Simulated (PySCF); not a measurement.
`[SiH2](F)C([SiH3])[SiH3]`. The calculation used PBE0-D3(BJ)/def2-SVP geometry optimisation, gas phase (PySCF).

```
atom  x, y, z in Å
F1    -1.1471   -1.3315    1.5899
Si2   -1.1271   -1.3126   -0.0373
C3     0.0528    0.0207   -0.5932
Si4   -0.4780    1.7412   -0.0167
Si5    1.8510   -0.3582   -0.1524
H6    -2.5154   -1.0331   -0.5041
H7    -0.6864   -2.6591   -0.5013
H8    -0.0103    0.0233   -1.7000
H9    -1.8975    2.0006   -0.4091
H10    0.3931    2.7819   -0.6441
H11   -0.3583    1.8453    1.4673
H12    2.0347   -0.3156    1.3285
H13    2.2257   -1.7194   -0.6457
H14    2.7572    0.6502   -0.7818
```

Question: Which two atoms are farthest apart?

Answer: H9···H13 and H7···H10, 5.558 Å down to 5.549 Å.

Question: Work out the bond lengths Si2–C3, Si2–H7, Si4–H11, Si5–H13, Si5–H14 in bohr.

Answer: For Si2–C3 the difference vector is (1.1799, 1.3333, -0.5559) Å, of length 1.8652 Å. 1 bohr = 0.529177 Å. Si2–C3 3.525; Si2–H7 2.817; Si4–H11 2.820; Si5–H13 2.826; Si5–H14 2.825 bohr.

Question: How far apart are these pairs, which share no bond: F1···C3, F1···H7, C3···H12, Si5···H9, H6···H12, H8···H9, H11···H13?

Answer: F1···C3 2.834 Å (2 bonds apart); F1···H7 2.520 Å (2 bonds apart); C3···H12 2.781 Å (2 bonds apart); Si5···H9 4.436 Å (3 bonds apart); H6···H12 4.957 Å (4 bonds apart); H8···H9 3.023 Å (3 bonds apart); H11···H13 4.884 Å (4 bonds apart).

Question: How far are the heavy atoms from their best plane (unweighted least squares)?

Answer: 0.558 Å rms; F1 0.71, Si2 0.76, C3 0.54, Si4 0.28, Si5 0.32 Å (magnitudes).

Question: What are the angles C3–Si2–H6, Si2–C3–Si4, Si2–C3–Si5, Si5–C3–H8, H9–Si4–H11, C3–Si4–H9, C3–Si5–H12, H12–Si5–H13?

Answer: From the scalar product of the two bond vectors; for C3–Si2–H6 it is -1.0059 Å² over 1.8652 × 1.4911 Å², cos θ = -0.3617. C3–Si2–H6 111.2°; Si2–C3–Si4 112.5°; Si2–C3–Si5 112.9°; Si5–C3–H8 106.7°; H9–Si4–H11 109.0°; C3–Si4–H9 110.1°; C3–Si5–H12 110.0°; H12–Si5–H13 108.8°.

Whether it is a minimum is left open (no frequencies). One conformer, not necessarily the lowest.
